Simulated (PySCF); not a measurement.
Zn(Cl)(I), SMILES [Cl][Zn][I] (ClIZn) at its PBE0/def2-SVP optimised geometry (Å):

```
3

Zn     0.1561     0.0046     0.0000
Cl     2.2600     0.0046     0.0000
I     -2.2600    -0.0046     0.0004
```

Level of theory: PBE0/def2-TZVP, def2 effective core potentials past Kr (PySCF). The core electrons that the potentials of I replace are not part of the density. Cells within 0.4 Å of a nucleus heavier than hydrogen are left out (blank, or x).

Map of the deformation density (molecule minus spherical neutral atoms) (e/bohr³) on the plane z = 0.0 Å:

```
|7777777777777777777777777777777|
|7777777777777777777777777777777|
|7777777777777777777777777777777|
|7777777777777777777777777777777|
|7777777777777777777777777777777|
|7777777777777777777777777777777|
|7777777777777777777777777777777|
|7777777777777777777777777777777|
|7777777777777777777777777777777|
|7777777777777777777777777777777|
|7777777777777766667777777777777|
|7777777777777766667777777777777|
|7777778887788766667788887777777|
|7776779877788766667898898777777|
|7766687xx779973xx26997xx8666777|
|7766684xx779960xx05997xx7666777|
|7766687xx779973xx26997xx8666777|
|7776779877788766667898898777777|
|7777778887788776667788887777777|
|7777777777777766667777777777777|
|7777777777777766667777777777777|
|7777777777777777777777777777777|
|7777777777777777777777777777777|
|7777777777777777777777777777777|
|7777777777777777777777777777777|
|7777777777777777777777777777777|
|7777777777777777777777777777777|
|7777777777777777777777777777777|
|7777777777777777777777777777777|
|7777777777777777777777777777777|
|7777777777777777777777777777777|
```
Scale: ten equal steps from -0.044 (start of '0') to 0.016 (end of '9'), in the order '0123456789'; x runs from -4.50 to 4.50, y from -4.50 (bottom) to 4.50 (top).
